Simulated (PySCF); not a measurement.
BeH₂.

```xyz
3

Be     0.0000     0.0000     0.0000
H      0.0000     0.0000    -1.3362
H      0.0000     0.0000     1.3362
```
Charge 0, spin multiplicity 1.

Coordinates come from a PBE0-D3(BJ)/def2-TZVPD optimisation. The isomer is the one that the SMILES or the coordinates give; other isomers of the formula were not compared.

Level of theory: PBE0/pcSseg-2 (PySCF). Non-relativistic, no solvent.

Computed absolute GIAO shielding of each atom: isotropic value and principal components (ppm):
```csv
atom,σ(iso),σ11,σ22,σ33,span
Be1,77.9,42.2,42.2,149.4,107.2
H2,28.0,26.6,26.6,30.9,4.3
H3,28.0,26.6,26.6,30.9,4.3
```
